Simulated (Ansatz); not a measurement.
Cost and result for the atomization energy of C₂H₅AlOS (`C=[C](S)[AlH][OH]`) (10 atoms, 9 bonds).

Cartesian coordinates in Å:
```
C 1.051 -1.360 0.103
C -0.024 -0.723 -0.373
S -1.080 -1.513 -1.538
Al -0.442 1.077 0.205
O 0.618 1.774 1.326
H 1.701 -0.870 0.821
H 1.328 -2.371 -0.191
H -1.960 -0.509 -1.691
H -1.713 1.844 -0.350
H 0.522 2.652 1.688
```

Total charge 0; spin multiplicity 1. Geometry: relaxed with PBE0-D4/def2-TZVP. It is one conformer, not always the lowest. Program: Ansatz. All runs use 4 threads of an Intel Xeon on a shared host. Times are those of one run each, without the atoms' runs, and a repeat can differ threefold. Electronic energies, without spin–orbit coupling; frozen cores. CCSD(T)/CBS adds CCSD(T) − MP2 in def2-TZVPP to the MP2 limit, and its time is that of the two runs behind it. T1 = 0.013; the RHF reference is unstable towards UHF. B3LYP takes the VWN-RPA correlation (the form of Gaussian; ORCA's B3LYP/G). HSE06 is the plane-wave form, built on full-range PBE exchange.

CCSD(T)/CBS is a level of theory with its own doubt, some kJ/mol a heavy atom from the limit and from the frozen cores, so smaller differences don't rank the functionals.

| level | functions | wall time |
| --- | --- | --- |
| LDA (SPW92)/def2-TZVPP | 247 | 1.4 s |
| PBE-D4/def2-TZVPP (with forces) | 247 | 2.4 s |
| HSE06-D4/def2-TZVPP | 247 | 3.2 s |
| CCSD(T)/def2-SVP | 103 | 3.3 s |
| CAM-B3LYP-D4/def2-TZVPP | 247 | 3.4 s |
| B3LYP-D4/def2-TZVPP (with forces) | 247 | 4.3 s |
| r2SCANh-D4/def2-TZVPP | 247 | 4.5 s |
| B2PLYP/def2-TZVPP | 247 | 5.5 s |
| PBE-QIDH/def2-TZVPP | 247 | 5.5 s |
| ωB97M-V/def2-TZVPP (with forces) | 247 | 10 s |
| MP2/def2-QZVPP | 461 | 23 s |
| CCSD(T)/def2-TZVPP | 247 | 75 s |
| CCSD(T)/CBS(def2) | – | 97 s |

What atomization energy does each give, and how far from CCSD(T)/CBS? (Estimate.)

Ansatz gave: 
```tsv
level	atomization (kJ/mol)	difference from CCSD(T)/CBS	per bond
LDA (SPW92)/def2-TZVPP	4222.1	535.2	59.5
PBE-D4/def2-TZVPP (with forces)	3755.4	68.5	7.6
HSE06-D4/def2-TZVPP	3678.9	-8.0	-0.9
CCSD(T)/def2-SVP	3453.5	-233.4	-25.9
CAM-B3LYP-D4/def2-TZVPP	3681.0	-5.9	-0.7
B3LYP-D4/def2-TZVPP (with forces)	3670.2	-16.7	-1.9
r2SCANh-D4/def2-TZVPP	3669.4	-17.5	-1.9
B2PLYP/def2-TZVPP	3635.2	-51.7	-5.7
PBE-QIDH/def2-TZVPP	3649.0	-37.9	-4.2
ωB97M-V/def2-TZVPP (with forces)	3693.9	7.0	0.8
MP2/def2-QZVPP	3723.7	36.8	4.1
CCSD(T)/def2-TZVPP	3580.3	-106.6	-11.9
CCSD(T)/CBS(def2)	3686.9	0.0	0.0
```

In def2-TZVPP, CCSD(T) changes the Hartree–Fock value by +948.3 kJ/mol (the triples alone add +65.9 kJ/mol) and MP2 by +1028.4 kJ/mol; breaking electron pairs costs correlation energy, which Hartree–Fock lacks. The D4 term adds +36.7 kJ/mol with B3LYP and +19.2 kJ/mol with PBE0; it sums over pairs of atoms, weighted by their polarisabilities, and B3LYP, whose exchange is more repulsive, gets the larger term. From PBE to PBE0 (25 % exact exchange), in def2-TZVPP and without D4, the atomization energy moves by −76.0 kJ/mol: exact exchange takes away binding that semilocal exchange gives to molecules.
